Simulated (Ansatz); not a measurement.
Nudged elastic band run: BrCl2H7Si3

input.yaml

```yaml
crystal:
  periodic: [false, false, false]
  atoms:
    - { symbol: Si, position_ang: [0.198107, -0.062271, -0.34708] }
    - { symbol: Cl, position_ang: [-0.037432, -0.549592, 1.703001] }
    - { symbol: Si, position_ang: [2.523363, -0.018063, -0.72237] }
    - { symbol: H, position_ang: [3.094187, -1.3558, -0.345814] }
    - { symbol: H, position_ang: [2.782034, 0.261286, -2.176892] }
    - { symbol: H, position_ang: [3.146771, 1.061875, 0.117161] }
    - { symbol: Si, position_ang: [-1.063579, 1.879048, -0.787919] }
    - { symbol: H, position_ang: [-2.51814, 1.577784, -0.56972] }
    - { symbol: H, position_ang: [-0.607265, 2.981973, 0.128979] }
    - { symbol: H, position_ang: [-0.818362, 2.280539, -2.217349] }
    - { symbol: Cl, position_ang: [-0.602908, -1.62048, -1.492415] }
    - { symbol: Br, position_ang: [-3.739412, 0.349958, 2.333974] }
    - { symbol: H, position_ang: [-2.372163, -0.084357, 2.156143] }
basis:
  gaussian: { orbitals: def2-SVP }
hamiltonian:
  xc: pbe
neb:
  order_check: false
  images: 7
  f_tol: 0.03
  max_iterations: 60
  spring: 0.5
  final_atoms:
    - { symbol: Si, position_ang: [-0.4503882, -0.10086086, -0.75061757] }
    - { symbol: Cl, position_ang: [0.55474151, 1.17822638, 2.55110911] }
    - { symbol: Si, position_ang: [1.86840586, -0.42789972, -0.36514365] }
    - { symbol: H, position_ang: [2.09374117, -1.22562882, 0.88659745] }
    - { symbol: H, position_ang: [2.39693949, -1.19015616, -1.55121971] }
    - { symbol: H, position_ang: [2.56515207, 0.90125312, -0.28056741] }
    - { symbol: Si, position_ang: [-1.39936832, 2.05816505, -0.78446792] }
    - { symbol: H, position_ang: [-2.7692925, 1.9280086, -1.39365462] }
    - { symbol: H, position_ang: [-1.49555095, 2.64026841, 0.59517217] }
    - { symbol: H, position_ang: [-0.5458275, 2.94008647, -1.65736664] }
    - { symbol: Cl, position_ang: [-0.89787773, -0.92825403, -2.62685664] }
    - { symbol: Br, position_ang: [-1.60948696, -1.30220383, 0.82292397] }
    - { symbol: H, position_ang: [-0.32598694, 0.23089538, 2.33379045] }
  initial_path:
    images:
      - { positions_ang: [[0.198107, -0.062271, -0.34708], [-0.037432, -0.549592, 1.703001], [2.523363, -0.018063, -0.72237], [3.094187, -1.3558, -0.345814], [2.782034, 0.261286, -2.176892], [3.146771, 1.061875, 0.117161], [-1.063579, 1.879048, -0.787919], [-2.51814, 1.577784, -0.56972], [-0.607265, 2.981973, 0.128979], [-0.818362, 2.280539, -2.217349], [-0.602908, -1.62048, -1.492415], [-3.739412, 0.349958, 2.333974], [-2.372163, -0.084357, 2.156143]] }
      - { positions_ang: [[0.14727948, -0.04725457, -0.26202322], [-0.04066673, -0.42091264, 1.89538089], [2.41787155, -0.01391378, -0.71876577], [2.95966595, -1.36116972, -0.48097061], [2.6343674, 0.37321269, -2.12771324], [3.09606458, 0.96249941, 0.15817405], [-1.05513527, 1.86512465, -0.77617699], [-2.49102074, 1.55835618, -0.70024735], [-0.71052933, 2.94689275, 0.1730593], [-0.69746888, 2.29330523, -2.14301061], [-0.70277208, -1.64698051, -1.30861567], [-3.42869926, 0.26186869, 1.94322209], [-2.14375566, -0.06912839, 2.12738612]] }
      - { positions_ang: [[0.09645196, -0.03223813, -0.17696644], [-0.04390146, -0.29223328, 2.08776077], [2.31238009, -0.00976456, -0.71516155], [2.82514489, -1.36653945, -0.61612722], [2.48670081, 0.48513938, -2.07853448], [3.04535817, 0.86312383, 0.19918709], [-1.04669155, 1.85120131, -0.76443498], [-2.46390148, 1.53892836, -0.83077469], [-0.81379367, 2.9118125, 0.21713961], [-0.57657576, 2.30607145, -2.06867221], [-0.80263616, -1.67348103, -1.12481634], [-3.11798651, 0.17377939, 1.55247019], [-1.91534833, -0.05389977, 2.09862925]] }
      - { positions_ang: [[0.04562444, -0.0172217, -0.09190966], [-0.0471362, -0.16355393, 2.28014066], [2.20688864, -0.00561534, -0.71155732], [2.69062384, -1.37190917, -0.75128383], [2.33903421, 0.59706607, -2.02935572], [2.99465175, 0.76374824, 0.24020014], [-1.03824782, 1.83727796, -0.75269296], [-2.43678223, 1.51950054, -0.96130204], [-0.917058, 2.87673225, 0.26121991], [-0.45568264, 2.31883768, -1.99433382], [-0.90250024, -1.69998154, -0.94101701], [-2.80727377, 0.08569008, 1.16171828], [-1.68694099, -0.03867116, 2.06987237]] }
      - { positions_ang: [[-0.00520308, -0.00220526, -0.00685288], [-0.05037093, -0.03487457, 2.47252055], [2.10139719, -0.00146612, -0.7079531], [2.55610279, -1.37727889, -0.88644044], [2.19136761, 0.70899276, -1.98017696], [2.94394534, 0.66437265, 0.28121318], [-1.02980409, 1.82335462, -0.74095095], [-2.40966297, 1.50007272, -1.09182938], [-1.02032233, 2.84165201, 0.30530021], [-0.33478952, 2.3316039, -1.91999543], [-1.00236433, -1.72648205, -0.75721768], [-2.49656102, -0.00239923, 0.77096637], [-1.45853366, -0.02344254, 2.0411155]] }
      - { positions_ang: [[-0.11649936, -0.02686916, -0.19279405], [0.10090718, 0.26840067, 2.49216769], [2.04314936, -0.10807452, -0.62225073], [2.44051238, -1.33936637, -0.44318097], [2.24276058, 0.23420553, -1.87293764], [2.84924702, 0.72359277, 0.14076803], [-1.12219515, 1.88205723, -0.75183019], [-2.49957035, 1.60705669, -1.16728569], [-1.13912949, 2.79130611, 0.3777682], [-0.38754902, 2.48372455, -1.85433823], [-0.97624268, -1.52692505, -1.22462742], [-2.27479251, -0.32735038, 0.78395577], [-1.17539698, 0.04014194, 2.11428424]] }
      - { positions_ang: [[-0.22779564, -0.05153306, -0.37873522], [0.25218529, 0.57167591, 2.51181483], [1.98490152, -0.21468292, -0.53654837], [2.32492198, -1.30145385, 7.851e-05], [2.29415355, -0.2405817, -1.76569833], [2.7545487, 0.78281289, 0.00032288], [-1.2145862, 1.94075983, -0.76270943], [-2.58947773, 1.71404066, -1.242742], [-1.25793664, 2.74096021, 0.45023619], [-0.44030851, 2.63584519, -1.78868103], [-0.95012103, -1.32736804, -1.69203716], [-2.05302399, -0.65230153, 0.79694517], [-0.8922603, 0.10372642, 2.18745297]] }
      - { positions_ang: [[-0.33909192, -0.07619696, -0.56467639], [0.4034634, 0.87495115, 2.53146197], [1.92665369, -0.32129132, -0.45084601], [2.20933157, -1.26354134, 0.44333798], [2.34554652, -0.71536893, -1.65845902], [2.65985039, 0.84203301, -0.14012226], [-1.30697726, 1.99946244, -0.77358868], [-2.67938512, 1.82102463, -1.31819831], [-1.3767438, 2.69061431, 0.52270418], [-0.493068, 2.78796583, -1.72302384], [-0.92399938, -1.12781104, -2.1594469], [-1.83125547, -0.97725268, 0.80993457], [-0.60912362, 0.1673109, 2.26062171]] }
      - { positions_ang: [[-0.4503882, -0.10086086, -0.75061757], [0.55474151, 1.17822638, 2.55110911], [1.86840586, -0.42789972, -0.36514365], [2.09374117, -1.22562882, 0.88659745], [2.39693949, -1.19015616, -1.55121971], [2.56515207, 0.90125312, -0.28056741], [-1.39936832, 2.05816505, -0.78446792], [-2.7692925, 1.9280086, -1.39365462], [-1.49555095, 2.64026841, 0.59517217], [-0.5458275, 2.94008647, -1.65736664], [-0.89787773, -0.92825403, -2.62685664], [-1.60948696, -1.30220383, 0.82292397], [-0.32598694, 0.23089538, 2.33379045]] }
```

Launched with:

```bash
$ ansatz run input.yaml --threads 4 --pin off --max-ram 5120MiB --backend cpu --events-out ev --progress --plain --runs-dir out
```

Output, in part (warnings, iteration lines, the closing report on the highest movable image, with atoms numbered from 0):

```
NEB end point (image 0): max|allowed force component| = 2.489e-2 eV/Å (the criterion of neb.relax_end_points is 1.000e-2)
NEB end point (image 8): max|allowed force component| = 2.823e-2 eV/Å (the criterion of neb.relax_end_points is 1.000e-2)
NEB iter   1: max|band force component| = 6.969e0 eV/Å  barrier→ = 4.1039 eV  barrier← = 4.0850 eV  Δτ_max = 0.2000 Å  (243 SCF iters)
NEB iter   2: max|band force component| = 3.012e0 eV/Å  barrier→ = 1.9608 eV  barrier← = 1.9419 eV  Δτ_max = 0.2000 Å  (238 SCF iters)
NEB iter   3: max|band force component| = 1.142e0 eV/Å  barrier→ = 1.4143 eV  barrier← = 1.3954 eV  Δτ_max = 0.2000 Å  (206 SCF iters)
NEB iter   4: max|band force component| = 9.938e-1 eV/Å  barrier→ = 1.2609 eV  barrier← = 1.2420 eV  Δτ_max = 0.2000 Å  (197 SCF iters)
NEB iter   5: max|band force component| = 7.428e-1 eV/Å  barrier→ = 1.2089 eV  barrier← = 1.1900 eV  Δτ_max = 0.2000 Å  (197 SCF iters)
NEB iter   6: max|band force component| = 3.790e-1 eV/Å  barrier→ = 1.2579 eV  barrier← = 1.2390 eV  CI = image 4  Δτ_max = 0.2000 Å  (196 SCF iters)
NEB iter   7: max|band force component| = 2.644e-1 eV/Å  barrier→ = 1.2317 eV  barrier← = 1.2128 eV  CI = image 4  Δτ_max = 0.1737 Å  (203 SCF iters)
NEB iter   8: max|band force component| = 5.259e-1 eV/Å  barrier→ = 1.2170 eV  barrier← = 1.1981 eV  CI = image 4  Δτ_max = 0.0857 Å  (203 SCF iters)
NEB iter   9: max|band force component| = 3.046e-1 eV/Å  barrier→ = 1.2058 eV  barrier← = 1.1869 eV  CI = image 4  Δτ_max = 0.0858 Å  (201 SCF iters)
NEB iter  10: max|band force component| = 2.120e-1 eV/Å  barrier→ = 1.1967 eV  barrier← = 1.1778 eV  CI = image 4  Δτ_max = 0.0864 Å  (200 SCF iters)
NEB iter  11: max|band force component| = 9.246e-2 eV/Å  barrier→ = 1.1897 eV  barrier← = 1.1708 eV  CI = image 4  Δτ_max = 0.1725 Å  (202 SCF iters)
NEB iter  12: max|band force component| = 8.792e-2 eV/Å  barrier→ = 1.1843 eV  barrier← = 1.1654 eV  CI = image 4  Δτ_max = 0.0860 Å  (201 SCF iters)
NEB iter  13: max|band force component| = 1.145e-1 eV/Å  barrier→ = 1.1817 eV  barrier← = 1.1628 eV  CI = image 4  Δτ_max = 0.0430 Å  (201 SCF iters)
NEB iter  14: max|band force component| = 7.747e-2 eV/Å  barrier→ = 1.1799 eV  barrier← = 1.1610 eV  CI = image 4  Δτ_max = 0.0431 Å  (194 SCF iters)
NEB iter  15: max|band force component| = 4.415e-2 eV/Å  barrier→ = 1.1784 eV  barrier← = 1.1595 eV  CI = image 4  Δτ_max = 0.0429 Å  (197 SCF iters)
NEB iter  16: max|band force component| = 4.798e-2 eV/Å  barrier→ = 1.1778 eV  barrier← = 1.1589 eV  CI = image 4  Δτ_max = 0.0215 Å  (205 SCF iters)
NEB iter  17: max|band force component| = 2.936e-2 eV/Å  barrier→ = 1.1775 eV  barrier← = 1.1586 eV  CI = image 4  Δτ_max = 0.0139 Å  (200 SCF iters)
NEB iter  18: max|band force component| = 2.936e-2 eV/Å  barrier→ = 1.1772 eV  barrier← = 1.1583 eV  CI = image 4  Δτ_max = 0.0000 Å  (226 SCF iters)
Total energy: -118782.74239070 eV, -4365.1852690238 hartree
Atom 0 at    -0.203231     0.050815    -0.280694 Å, force    -0.003666     0.004075     0.003184 eV/Å
Atom 1 at     0.399744     0.481812     2.130258 Å, force     0.002538     0.008855     0.002964 eV/Å
Atom 2 at     2.117564    -0.277183    -0.582037 Å, force     0.003348    -0.000625    -0.002597 eV/Å
Atom 3 at     2.483774    -1.603827     0.022601 Å, force    -0.002796     0.001594    -0.001299 eV/Å
Atom 4 at     2.421642    -0.297587    -2.055978 Å, force     0.000080    -0.000196     0.002393 eV/Å
Atom 5 at     2.890996     0.823254     0.091633 Å, force    -0.001150    -0.003127    -0.001450 eV/Å
Atom 6 at    -1.283192     2.095627    -0.744504 Å, force     0.005007    -0.001155     0.003670 eV/Å
Atom 7 at    -2.568269     1.794780    -1.459759 Å, force    -0.000584    -0.000299    -0.001718 eV/Å
Atom 8 at    -1.531277     2.848011     0.529912 Å, force    -0.001097    -0.001681    -0.002496 eV/Å
Atom 9 at    -0.379540     2.905043    -1.639917 Å, force    -0.000801    -0.000683     0.002998 eV/Å
Atom 10 at    -0.860789    -1.435040    -1.645566 Å, force    -0.000224    -0.004281    -0.008926 eV/Å
Atom 11 at    -2.390254    -0.644543     1.270504 Å, force     0.006932     0.002806     0.003844 eV/Å
Atom 12 at    -1.111969    -0.039261     2.143245 Å, force    -0.007587    -0.005283    -0.000567 eV/Å
Dipole moment:     0.116006     0.249548    -0.084920 e Å
```

It converged. The band force fell under the threshold earlier too, but the program's further tests of the path sent the band on. Another band between the same ends (7 images) ends at a top of the same energy, where a vibrational analysis finds 1 clearly imaginary mode. The orbitals stay closed-shell, which can raise the energy where a bond breaks towards radicals; this wasn't checked here.

Final band (atoms are numbered from 1 in the order of the input):

```json
{"image": "0", "path coordinate (Å)": "0.00", "energy (kJ/mol)": "0.0", "Si1–Cl2 (Å)": "2.12", "Br12–H13 (Å)": "1.45", "Si1–Br12 (Å)": "4.78"}
{"image": "1", "path coordinate (Å)": "1.08", "energy (kJ/mol)": "1.6", "Si1–Cl2 (Å)": "2.12", "Br12–H13 (Å)": "1.45", "Si1–Br12 (Å)": "4.42"}
{"image": "2", "path coordinate (Å)": "2.15", "energy (kJ/mol)": "5.1", "Si1–Cl2 (Å)": "2.13", "Br12–H13 (Å)": "1.45", "Si1–Br12 (Å)": "4.03"}
{"image": "3", "path coordinate (Å)": "3.23", "energy (kJ/mol)": "37.0", "Si1–Cl2 (Å)": "2.19", "Br12–H13 (Å)": "1.47", "Si1–Br12 (Å)": "3.51"}
{"image": "4", "path coordinate (Å)": "4.31", "energy (kJ/mol)": "113.6", "Si1–Cl2 (Å)": "2.52", "Br12–H13 (Å)": "1.66", "Si1–Br12 (Å)": "2.77"}
{"image": "5", "path coordinate (Å)": "5.24", "energy (kJ/mol)": "43.1", "Si1–Cl2 (Å)": "3.15", "Br12–H13 (Å)": "2.08", "Si1–Br12 (Å)": "2.38"}
{"image": "6", "path coordinate (Å)": "6.17", "energy (kJ/mol)": "6.3", "Si1–Cl2 (Å)": "3.70", "Br12–H13 (Å)": "2.34", "Si1–Br12 (Å)": "2.30"}
{"image": "7", "path coordinate (Å)": "7.09", "energy (kJ/mol)": "2.1", "Si1–Cl2 (Å)": "3.80", "Br12–H13 (Å)": "2.45", "Si1–Br12 (Å)": "2.29"}
{"image": "8", "path coordinate (Å)": "7.99", "energy (kJ/mol)": "1.8", "Si1–Cl2 (Å)": "3.68", "Br12–H13 (Å)": "2.51", "Si1–Br12 (Å)": "2.29"}
```

Run time: 4.9 min on 4 threads of Arm Neoverse V2, with other jobs on the host, peak memory 0.29 GiB.
